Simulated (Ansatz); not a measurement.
`O[Si](F)(Cl)Cl` + HCl → `F[Si](Cl)(Cl)Cl` + H₂O at 400 K and 1 bar (ligand exchange at the Si–O bond).

Gas-phase electronic energies from Ansatz, PBE0-D4/def2-TZVP geometries. CCSD(T)/CBS is the MP2 limit (def2-TZVPP, def2-QZVPP) plus CCSD(T) − MP2 in def2-TZVPP, frozen cores. This one scheme is used for every species. Each species was taken in one conformer, which may not be the lowest.

| species | CCSD(T)/CBS energy (Eh) | H − E (kJ/mol) | S (J/(mol·K)) |
| --- | --- | --- | --- |
| `O[Si](F)(Cl)Cl` | -1384.43664 | 84.5 | 369.3 |
| HCl | -460.38127 | 29.6 | 195.4 |
| `F[Si](Cl)(Cl)Cl` | -1768.43208 | 50.3 | 358.0 |
| H₂O | -76.37941 | 69.8 | 198.6 |

H − E and S are ideal-gas, rigid-rotor, harmonic terms from PBE0-D4/def2-TZVP, for one conformer and one mirror image of each species. 1 Eh = 2625.50 kJ/mol, R = 8.31446 J/(mol·K).

By hand: ΔE, ΔH, ΔS and ΔG.

ΔE = (-1768.43208) + (-76.37941) − (-1384.43664) − (-460.38127) = 0.00642 Eh = 16.9 kJ/mol. Δ(H − E) = 50.3 + 69.8 − 84.5 − 29.6 = 6.0, so ΔH = 22.9 kJ/mol. ΔS = 358.0 + 198.6 − 369.3 − 195.4 = -8.1 J/(mol·K). ΔG = 22.9 − 400 × (-8.1)/1000 = 26.1 kJ/mol.

By hand: the equilibrium constant, and the temperature at which ΔG would vanish if ΔH and ΔS stayed fixed.

log₁₀ K = −ΔG/(RT ln 10) = -3.4. ΔH and −TΔS have one sign here, so there is no such temperature.

The number of gas molecules stays the same, so ΔS is small and ΔH decides. A doubt of 5 kJ/mol in ΔE shifts log₁₀ K by 0.7 here. Other conformers and mirror images would add mixing entropy, several J/(mol·K) or more a flexible species. These are equilibria of isolated gas molecules and say nothing of rates. Largest T1 diagnostic: 0.010 (customary marks: 0.02 for closed shells, 0.045 for open ones).

ΔS is within the doubt of such terms, so its sign, and with it that verdict, could turn.
